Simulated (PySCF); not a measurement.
Ionisation energy of Co⁸⁺ by level of theory

Co⁸⁺ [Ar] 3d1 [3d3/2^1, M_J = 3/2] → Co⁹⁺ [Ar], as a difference of total energies. Computed with PySCF 2.14 in an uncontracted even-tempered set (17 s from 0.43 bohr⁻², ratio 2.8; 12 p from 0.56 bohr⁻², ratio 2.8; 8 d from 0.56 bohr⁻², ratio 2.8; 4 f from 1.6 bohr⁻², ratio 3), with the two-component X2C-1e Hamiltonian. Correlated levels: [Ne] frozen; the 70 highest virtual spinors dropped. "Screened" scales the spin-orbit matrix elements by Boettger's factors to mimic the two-electron term; Breit and QED terms are absent.

```
                    method  ionisation energy (eV)
           GHF (spin-free)                  185.19
          GMP2 (spin-free)                  185.54
 GHF (screened spin-orbit)                  185.37
GMP2 (screened spin-orbit)                  185.73
```

How much does correlation contribute at GMP2 (screened spin-orbit)?

185.73 − (185.37) = 0.36 eV, measured against GHF (screened spin-orbit).

For comparison: 186.14 ± 0.25 eV (measured; NIST Atomic Spectra Database, ionization energies).
